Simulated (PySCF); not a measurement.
SMILES Cl[SiH]([SiH3])Cl (H4Cl2Si2), PBE0/def2-SVP optimised geometry.

```
8

Si     1.24    -0.28     0.00
Si    -1.10    -0.28     0.00
Cl    -1.75    -1.22     1.72
Cl    -1.75     1.69     0.00
H      1.71     0.45     1.22
H      1.75    -1.69     0.02
H      1.74     0.41    -1.22
H     -1.74    -0.96    -1.15
```

Density from PBE0/def2-TZVP run with PySCF at that geometry.

Minimum of the electron density along straight lines between bonded atoms, close to the bond critical point (lines longer than 1.1 times the sum of covalent radii, or with two minima, are not listed):

```json
[
 {"bond": "Si1–Si2", "length / Å": "2.339", "ρ at the minimum / e bohr⁻³": "0.096", "∇²ρ there / e bohr⁻⁵": "-0.15", "position (fraction from the first atom)": "0.37"},
 {"bond": "Si2–Cl3", "length / Å": "2.069", "ρ at the minimum / e bohr⁻³": "0.097", "∇²ρ there / e bohr⁻⁵": "0.21", "position (fraction from the first atom)": "0.36"},
 {"bond": "Si2–Cl4", "length / Å": "2.069", "ρ at the minimum / e bohr⁻³": "0.097", "∇²ρ there / e bohr⁻⁵": "0.21", "position (fraction from the first atom)": "0.36"},
 {"bond": "Si1–H5", "length / Å": "1.492", "ρ at the minimum / e bohr⁻³": "0.119", "∇²ρ there / e bohr⁻⁵": "0.15", "position (fraction from the first atom)": "0.49"},
 {"bond": "Si1–H6", "length / Å": "1.494", "ρ at the minimum / e bohr⁻³": "0.118", "∇²ρ there / e bohr⁻⁵": "0.15", "position (fraction from the first atom)": "0.49"},
 {"bond": "Si1–H7", "length / Å": "1.494", "ρ at the minimum / e bohr⁻³": "0.118", "∇²ρ there / e bohr⁻⁵": "0.15", "position (fraction from the first atom)": "0.49"},
 {"bond": "Si2–H8", "length / Å": "1.488", "ρ at the minimum / e bohr⁻³": "0.125", "∇²ρ there / e bohr⁻⁵": "0.12", "position (fraction from the first atom)": "0.49"}
]
```
